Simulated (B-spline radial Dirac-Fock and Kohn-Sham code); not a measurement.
ΔSCF core binding energies without Breit or QED terms, calculated with a B-spline atomic structure program.

A sound run for Pr⁷⁺, [Kr] 4d10 4f1 5s2 5p3: The ground state converged in 10 iterations, with total energy -9226.73527 Ha, virial ratio 1.92972 and highest orbital energy -107.67 eV. ΔSCF binding energies: K (1s) 42265.4 eV, L3 (2p3/2) 6089.5 eV, M5 (3d5/2) 1045.5 eV.

A second run, with one unsound setting: The ground state converged in 10 iterations, with total energy -14368.90818 Ha, virial ratio 1.25625 and highest orbital energy -78.12 eV. ΔSCF binding energies: K (1s) 62840.0 eV, L3 (2p3/2) 5974.5 eV, M5 (3d5/2) 822.9 eV.

```
iter   energy (Ha)        error
   1   -14280.57604403  1.53e+01
   2   -14361.93073054  1.81e+00
   3   -14368.29929757  6.37e-01
   4   -14368.83153628  2.45e-01
   5   -14368.90269678  5.23e-02
   6   -14368.90782658  7.81e-03
   7   -14368.90816904  1.29e-03
   8   -14368.90818201  8.82e-05
   9   -14368.90818207  6.83e-06
  10   -14368.90818207  1.62e-07
```

**Question.** Which fault fits the second run best?
A. spline order too low
B. too few quadrature points
C. speed of light below Z
D. mesh too coarse

**Answer.** C. The input had c_factor = 0.3124: c_factor makes c so small that Zα exceeds 1, so any numbers that come out have no meaning.
